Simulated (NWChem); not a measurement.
## Total energies of HCu

```xyz
2

Cu     0.0000     0.0000     0.0488
H      0.0000     0.0000    -1.4145
```
Charge 0, spin multiplicity 1.

Program: NWChem. Structure: optimised with PBE/def2-SVP, a minimum by its harmonic frequencies.

Basis set: def2-TZVP (51 functions).

```tsv
method	total energy (Ha)
RHF	-1639.47065
MP2	-1639.91440
B2PLYP	-1640.78197
PBE	-1640.84483
B3LYP	-1641.14235
CAM-B3LYP	-1641.18907
CCSD(T)	-1639.87678
```

Total energies of different functionals aren't comparable as a measure of quality: only differences taken within one method are. 

The correlated methods keep 9 core orbitals frozen. B3LYP has NWChem's definition, with VWN1-RPA local correlation. The structure started from a generated list of species. No row is a measurement; the coupled-cluster row has its own basis-set and correlation limits.
